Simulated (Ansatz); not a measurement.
Consider the formal hydrolysis of a C–Si bond: `F[SiH2]C[SiH3]` + H₂O → `OC[SiH2]F` + SiH₄.

Gas-phase electronic energies from Ansatz, PBE0-D4/def2-TZVP geometries. CCSD(T)/CBS adds triple-zeta CCSD(T) − MP2 to the extrapolated MP2 energy (def2 sets, frozen cores). This one scheme is used for every species. Functionals use def2-TZVPP. One conformer a species, not always the lowest.

```csv
level,ΔE (kJ/mol)
r2SCAN0-D4,122.6
LC-ωPBE,118.0
CCSD/def2-TZVPP,119.3
MP2/CBS(def2),136.8
```

(1) What does CCSD(T)/CBS give? (Estimate.)

Largest T1 diagnostic among the species: 0.011.

## Answers

(1) Ansatz gave: +126.5 kJ/mol. The listed levels differ from it by -3.9, -8.5, -7.2, 10.3 kJ/mol.

In def2-TZVPP, CCSD(T) changes the Hartree–Fock value by +15.2 kJ/mol (the triples alone add +1.2 kJ/mol) and MP2 by +25.5 kJ/mol. The D4 term adds +6.4 kJ/mol with B3LYP and +3.6 kJ/mol with PBE0; it sums over pairs of atoms, weighted by their polarisabilities, and B3LYP, whose exchange is more repulsive, gets the larger term. From BLYP to BHLYP (50 % exact exchange), in def2-TZVPP and without D4, ΔE moves by +10.6 kJ/mol.

CCSD(T)/CBS has its own doubt, a few kJ/mol and more with outer-core shells, so smaller differences from it don't rank the levels.

B3LYP here is the variant with VWN-RPA as its local correlation; programs differ in this.
